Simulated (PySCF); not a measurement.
C$_{4}$H$_{7}$Cl, singlet, at a GFN2-xTB geometry; DF-PBE0/def2-TZVPPD in PySCF.

The PySCF input:
```python
from pyscf import gto, scf, dft

mol = gto.Mole()
mol.atom = '''
    Cl    1.20674924    1.07421644    0.03146470
    C     0.85120274   -0.59625173    0.54257571
    C    -0.55097115   -1.02765144    0.19209684
    C    -1.70429063   -0.07395020    0.24984285
    C    -1.21713297   -0.58245756   -1.07323210
    H     1.00793029   -0.62900235    1.62263073
    H     1.58737169   -1.23383780    0.04892171
    H    -0.73443181   -2.04637574    0.51608041
    H    -2.64813837   -0.43420188    0.62920304
    H    -1.49544638    0.95416841    0.50097873
    H    -0.68155330    0.10460640   -1.70947932
    H    -1.82331710   -1.29517100   -1.61093496
'''
mol.basis = 'def2-tzvppd'
mol.verbose = 4
mol.max_memory = 1800
mol.build()

mf = dft.RKS(mol)
mf.xc = 'pbe0'
mf = mf.density_fit(auxbasis='def2-universal-jkfit')
mf.kernel()
```

Question: Write the output that PySCF gives for this input, abridged.

Answer: 
```
PySCF version 2.14.0

[INPUT] verbose = 4
[INPUT] num. atoms = 12
[INPUT] num. electrons = 48
[INPUT] charge = 0
[INPUT] spin (= nelec alpha-beta = 2S) = 0
[INPUT] symmetry False subgroup None
[INPUT] Mole.unit = angstrom
[INPUT] Symbol           X                Y                Z      unit          X                Y                Z       unit  Magmom
[INPUT]  1 Cl     1.206749240000   1.074216440000   0.031464700000 AA    2.280425564627   2.029974870105   0.059459665592 Bohr   0.0
[INPUT]  2 C      0.851202740000  -0.596251730000   0.542575710000 AA    1.608540055079  -1.126752470998   1.025319493741 Bohr   0.0
[INPUT]  3 C     -0.550971150000  -1.027651440000   0.192096840000 AA   -1.041184576037  -1.941979773115   0.363010416994 Bohr   0.0
[INPUT]  4 C     -1.704290630000  -0.073950200000   0.249842850000 AA   -3.220642527362  -0.139745624857   0.472134560681 Bohr   0.0
[INPUT]  5 C     -1.217132970000  -0.582457560000  -1.073232100000 AA   -2.300047970478  -1.100685267582  -2.028114737092 Bohr   0.0
[INPUT]  6 H      1.007930290000  -0.629002350000   1.622630730000 AA    1.904712200753  -1.188642173208   3.066327681003 Bohr   0.0
[INPUT]  7 H      1.587371690000  -1.233837800000   0.048921710000 AA    2.999697751988  -2.331615524136   0.092448633445 Bohr   0.0
[INPUT]  8 H     -0.734431810000  -2.046375740000   0.516080410000 AA   -1.387874978069  -3.867089696554   0.975250633153 Bohr   0.0
[INPUT]  9 H     -2.648138370000  -0.434201880000   0.629203040000 AA   -5.004256259252  -0.820522635971   1.189021422344 Bohr   0.0
[INPUT] 10 H     -1.495446380000   0.954168410000   0.500978730000 AA   -2.825984092172   1.803116971612   0.946712593932 Bohr   0.0
[INPUT] 11 H     -0.681553300000   0.104606400000  -1.709479320000 AA   -1.287949076294   0.197677446877  -3.230447730408 Bohr   0.0
[INPUT] 12 H     -1.823317100000  -1.295171000000  -1.610934960000 AA   -3.445569957236  -2.447518474479  -3.044225878887 Bohr   0.0

nuclear repulsion = 221.775511565016
number of shells = 118
number of NR pGTOs = 413
number of NR cGTOs = 318
basis = def2-tzvppd
ecp = {}

******** <class 'pyscf.df.df_jk.DFRKS'> ********
method = DFRKS
initial guess = minao
damping factor = 0
level_shift factor = 0
DIIS = <class 'pyscf.scf.diis.CDIIS'>
diis_start_cycle = 1
diis_space = 8
diis_damp = 0
SCF conv_tol = 1e-09
SCF conv_tol_grad = None
SCF max_cycles = 50
direct_scf = False
XC library pyscf.dft.libxc version 7.1.2
    S. Lehtola, C. Steigemann, M. J. T. Oliveira, and M. A. L. Marques,  SoftwareX 7, 1–5 (2018)
XC functionals = pbe0
    C. Adamo and V. Barone,  J. Chem. Phys. 110, 6158 (1999)
    M. Ernzerhof and G. E. Scuseria,  J. Chem. Phys. 110, 5029 (1999)
radial grids:
    Treutler-Ahlrichs [JCP 102, 346 (1995); DOI:10.1063/1.469408] (M4) radial grids

becke partition: Becke, JCP 88, 2547 (1988); DOI:10.1063/1.454033
pruning grids: <function nwchem_prune>
grids dens level: 3
symmetrized grids: False
atomic radii adjust function: <function treutler_atomic_radii_adjust>
small_rho_cutoff = 0
Set gradient conv threshold to 3.16228e-05
Initial guess from minao.
tot grids = 144008
******** <class 'pyscf.df.df.DF'> ********
auxbasis = def2-universal-jkfit
init E= -617.089666582016
  HOMO = -0.32487192855387  LUMO = -0.038130433908389  gap/eV = 7.80263
cycle= 1 E= -616.509996649911  delta_E= 0.58  |g|= 0.329  |ddm|= 3.53
  HOMO = -0.253660995970574  LUMO = 0.0132050335545811  gap/eV = 7.26179
cycle= 2 E= -616.504874143187  delta_E= 0.00512  |g|= 0.372  |ddm|= 1.17
  HOMO = -0.292741359102951  LUMO = 0.0129754307615408  gap/eV = 8.31898
cycle= 3 E= -616.539144290094  delta_E= -0.0343  |g|= 0.0391  |ddm|= 0.508
  HOMO = -0.296657171887774  LUMO = 0.0107353391529017  gap/eV = 8.36458
cycle= 4 E= -616.539422965904  delta_E= -0.000279  |g|= 0.0174  |ddm|= 0.0754
  HOMO = -0.294955697989966  LUMO = 0.0119790961448833  gap/eV = 8.35212
cycle= 5 E= -616.539487118022  delta_E= -6.42e-05  |g|= 0.00546  |ddm|= 0.0268
  HOMO = -0.29530035821713  LUMO = 0.011800895055643  gap/eV = 8.35665
cycle= 6 E= -616.539493465045  delta_E= -6.35e-06  |g|= 0.00187  |ddm|= 0.0101
  HOMO = -0.2952209943245  LUMO = 0.0118327651901077  gap/eV = 8.35536
cycle= 7 E= -616.539494200631  delta_E= -7.36e-07  |g|= 0.000218  |ddm|= 0.00312
  HOMO = -0.295209202336942  LUMO = 0.0118374631907129  gap/eV = 8.35517
cycle= 8 E= -616.539494210972  delta_E= -1.03e-08  |g|= 6.99e-05  |ddm|= 0.000422
  HOMO = -0.295209955545537  LUMO = 0.0118374697972394  gap/eV = 8.35519
cycle= 9 E= -616.53949421204  delta_E= -1.07e-09  |g|= 1.28e-05  |ddm|= 0.000123
  HOMO = -0.295209969595364  LUMO = 0.0118376337490353  gap/eV = 8.35519
cycle= 10 E= -616.539494212074  delta_E= -3.49e-11  |g|= 5.06e-06  |ddm|= 2.42e-05
  HOMO = -0.295209864040869  LUMO = 0.0118376439219556  gap/eV = 8.35519
Extra cycle  E= -616.539494212071  delta_E= 3.98e-12  |g|= 5.94e-06  |ddm|= 1.1e-05
converged SCF energy = -616.539494212071
```
